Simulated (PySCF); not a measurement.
RbCl, SMILES [Cl][Rb].

The structure is a stationary point at B3LYP-D3(BJ)/def2-TZVPD. The def2 effective core potentials stand for the cores of Rb; spin–orbit coupling is left out.

Two levels are set side by side: PBE/def2-TZVPD (PySCF) and ωB97X/def2-TZVPD (PySCF). Same geometry, gas phase. Differences are taken from unrounded values.

| quantity | ωB97X |
|---|---|
| orbital gap (eV) | 8.14 |
| highest occupied level (eV) | -8.25 |
| lowest empty level (eV) | -0.11 |
| dipole moment (D) | 11.26 |
| mean polarisability (bohr³) | 38.3 |

**Question.** What does PBE give, and how far is it from ωB97X? (The exact figures need the calculation; the answer reports its results.)

**Answer.** 
```tsv
quantity	PBE	PBE minus ωB97X
orbital gap (eV)	2.73	-5.41
highest occupied level (eV)	-4.62	3.63
lowest empty level (eV)	-1.89	-1.78
dipole moment (D)	10.70	-0.56
mean polarisability (bohr³)	48.2	10.0
```

PBE's occupied levels lie high since its potential decays too fast outside the molecule; exact exchange lowers them and widens the gap. PBE's more diffuse valence density responds more strongly to a field. Differences between two approximate levels are no errors against the true value.

Rough cost on one machine, each run with all the roots and properties that it gave: ωB97X against PBE within a factor of 2.
